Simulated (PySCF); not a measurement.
A side-by-side comparison of computed properties.

First species: C4H14N2Si2.
SMILES: `[SiH2](NC1CCC1)[SiH2]N`

Second species: C9H14O.
InChI=1S/C9H14O/c1-9(7-4-5-7)6-2-3-8(9)10/h7H,2-6H2,1H3/t9-/m1/s1

Levels: PBE0/pcSseg-1 for HOMO energy, LUMO energy and HOMO–LUMO gap. Geometries: GFN2-xTB. All species are isolated and taken at one optimised geometry, non-relativistic unless stated; the electronic structure was computed with PySCF and density fitting.

The conformers computed, where there is a choice (atom-mapped SMILES and torsion angles):
- `[NH2:1][SiH2:2][SiH2:3][NH:4][CH:5]1[CH2:6][CH2:7][CH2:8]1`: N1–Si2–Si3–N4 80°, Si2–Si3–N4–C5 178°, Si3–N4–C5–C6 160°, H–N1–Si2–Si3 38°, H–N1–Si2–Si3 177°

The conformers of `C[C@]1(C2CC2)CCCC1=O` aren't listed.

Values for the first species:

| Quantity | Value |
| --- | --- |
| HOMO energy | -6.48 eV |
| LUMO energy | -0.18 eV |
| HOMO–LUMO gap | 6.30 eV |

(1) Estimate the same properties for the second species, and the change in each.

Results:

(1) 
```json
{"property": "HOMO energy", "first": "-6.48 eV", "second": "-6.97 eV", "second less first": "-0.49 eV"}
{"property": "LUMO energy", "first": "-0.18 eV", "second": "-0.53 eV", "second less first": "-0.35 eV"}
{"property": "HOMO–LUMO gap", "first": "6.30 eV", "second": "6.44 eV", "second less first": "+0.14 eV"}
```

